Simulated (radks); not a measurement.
Task: Ta, configuration [Xe] 4f14 5d3 6s2. All-electron calculation, scalar-relativistic Kohn-Sham, PBE, spin-unpolarised, spherical densities, finite nucleus; Fermi nuclear charge, rms radius 5.3507 fm. Program: a radial shooting solver on a logarithmic mesh with Libxc functionals. Some entries of the table are withheld. Estimate them.

| orbital | occ. | eigenvalue (eV) | r(max) (bohr) |
|---|---|---|---|
| 1s | 2 | -67346.67 | 0.01168 |
| 2s | 2 | -11571.55 | 0.06686 |
| 2p | 6 | -10142.87 | 0.05476 |
| 3s | 2 | (1) | 0.1887 |
| 3p | 6 | -2225.745 | 0.1865 |
| 3d | 10 | -1729.057 | 0.1520 |
| 4s | 2 | -540.4432 | 0.4289 |
| 4p | 6 | -400.9446 | 0.4496 |
| 4d | 10 | -222.2024 | 0.4614 |
| 5s | 2 | (2) | 0.9885 |
| 5p | 6 | -39.4026 | (3) |
| 4f | 14 | -24.7098 | 0.4413 |
| 6s | 2 | -5.4405 | 2.770 |
| 5d | 3 | -3.5927 | 1.581 |

Result: 
(1) 3s eigenvalue (eV): -2650.877
(2) 5s eigenvalue (eV): -72.9718
(3) 5p r(max) (bohr): 1.124
